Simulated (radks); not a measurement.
Values are calculated unless marked as measured or tabulated.
The antimony anion Sb3-, [Xe], held by a Watson sphere: a shell of charge +2.62 at radius R that stands for the Madelung well of a crystal (potential energy -2.62/R inside, -2.62/r outside, in hartree with lengths in bohr). Level of theory: scalar-relativistic Kohn-Sham, LDA (Slater exchange, Perdew-Wang correlation), spin-polarised, spherical densities, finite nucleus; Fermi nuclear charge, rms radius of each element as measured or else 0.836 A^(1/3) + 0.57 fm (a radial shooting solver on a logarithmic mesh with Libxc functionals).

| R (bohr) | e(4d) (eV) | e(5s) (eV) | e(5p) (eV) | <r> 5p (bohr) | sum of <r^2> (bohr^2) | X-ray form factor at sin(theta)/lambda = 0.2 1/angstrom |
|---|---|---|---|---|---|---|
| 2.62 | -30.253 | -11.978 | -4.274 | 2.881 | 90.63 | 40.887 |
| 3.2 | -29.394 | -10.795 | -3.662 | 3.106 | 101.1 | 40.769 |
| 3.38 | -29.246 | -10.493 | -3.470 | 3.177 | 104.5 | 40.756 |
| 3.67 | -29.065 | -10.066 | -3.169 | 3.289 | 110.1 | 40.750 |
| 5.26 | -28.580 | -8.698 | -1.884 | 3.880 | 144.3 | 40.848 |
